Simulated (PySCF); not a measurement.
## NMR parameters of trans-[RuO2(OH)4]2-

trans-[RuO2(OH)4]2-, [H4O6Ru]2-, point group C4h.

Bonds: Ru1-O2 1.717 Å, Ru1-O3 1.717 Å, Ru1-O4 2.028 Å, Ru1-O6 2.028 Å, Ru1-O8 2.028 Å, Ru1-O10 2.028 Å. O4 carries H5; O6 carries H7; O8 carries H9; O10 carries H11.

Total charge -2.

GIAO calculations in PySCF 2.14.0 with density-fitted response routines on the PBE0-D3(BJ)/def2-SVP structure: isolated species, scalar relativity only through the core potential, equivalent atoms averaged; basis pcSseg-1 (def2-TZVP on Ru).

Task: Give the isotropic shieldings (ppm) with B3LYP, PBE0.

Result: 
```
             atoms                         environment   B3LYP    PBE0
             O2/O3                 oxygen bonded to Ru  -423.3  -418.7
      O4/O6/O8/O10              oxygen bonded to Ru, H   228.4   241.8
      H5/H7/H9/H11  hydrogen on an oxygen bonded to Ru   28.93   28.99
HOMO–LUMO gap (eV)                                   –    4.07    4.54
```

Task: And the chemical shifts, against references computed in the same way?

Result: 
| atoms | nucleus, reference | B3LYP | PBE0 |
| --- | --- | --- | --- |
| O2/O3 | 17O, H2O | 757.4 | 753.3 |
| O4/O6/O8/O10 | 17O, H2O | 105.6 | 92.8 |
| H5/H7/H9/H11 | 1H, TMS | 2.46 | 2.27 |

Task: Which part of the shielding of O2/O3 depends on the functional?

Result: Diamagnetic: B3LYP 412, PBE0 411 ppm; paramagnetic: B3LYP -835, PBE0 -829 ppm. The diamagnetic part, set mainly by inner electrons, hardly moves; the paramagnetic part goes with low-lying magnetically allowed excitations and carries the spread.

The ion is multiply charged and has no counter-ions or solvent here.

Ru is described by an effective core potential, so it has no shielding of its own here; spin–orbit effects on the atoms bonded to it, which can be large, are absent, and the values of these neighbours are rough. Unscaled 17O shifts of doubly bonded oxygen tend to come out too high, by tens of ppm or more. Experimental scales use liquid or dissolved standards, which lie at an offset from isolated H2O (liquid H2O: subtract about 36 ppm).
